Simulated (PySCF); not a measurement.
## [YbH3(NH3)]−: from a saddle point downhill

PySCF 2.14.0, RKS PBE0, Yb lcecp-0-SVP with ECP60, H def2-SVP, N def2-SVP; non-relativistic Hamiltonian with scalar-relativistic core potentials where named; density fitting; no spin-orbit coupling. Relaxed within the symmetry of its start, the geometry (C3v) is

```xyz
8

Yb    0.1357   -0.1357    0.1357
H     1.1252    1.6582    1.1252
H    -1.6582   -1.1252    1.1252
H     1.1252   -1.1252   -1.6582
N    -1.3846    1.3846   -1.3846
H    -1.9827    1.9827   -0.8171
H    -0.8171    1.9827   -1.9827
H    -1.9827    0.8171   -1.9827
```

and its lowest harmonic modes are -82, -82, 55, 218, 345, 383 cm⁻¹ (negative: unstable). It was moved along the lowest mode and relaxed again.

Task: Where does it end, and how much lower?

Result: In Cs, 0.110 eV lower, after 43 steps:
```xyz
8

Yb    0.0452   -0.3017   -0.0622
H     0.6881    1.9403    0.1565
H    -1.1323   -1.2453    1.6099
H     1.1447   -1.5756   -1.5571
N    -1.4756    1.4245   -1.3538
H    -2.3802    1.7664   -1.0317
H    -0.7291    1.9845   -0.8719
H    -1.4095    1.6124   -2.3532
```

Task: How do the contacts change?

Result: 
| contact | saddle (Å) | end (Å) |
| --- | --- | --- |
| Yb1–H2 (H) | 2.275 | 2.343 |
| Yb1–H3 (H) | 2.275 | 2.252 |
| Yb1–H4 (H) | 2.275 | 2.251 |
| Yb1–N5 (NH3) | 2.633 | 2.638 |
| Yb1–H7 (NH3) | 3.144 | 2.546 |


Task: Is the end a minimum?

Result: Yes; lowest modes 100, 207, 254, 256, 336, 406 cm⁻¹.

An lcecp potential fixes the number of 4f electrons, so in runs with it no electron can move into or out of that shell.

State: singlet in the valence, with the 4f electrons in the core potential.
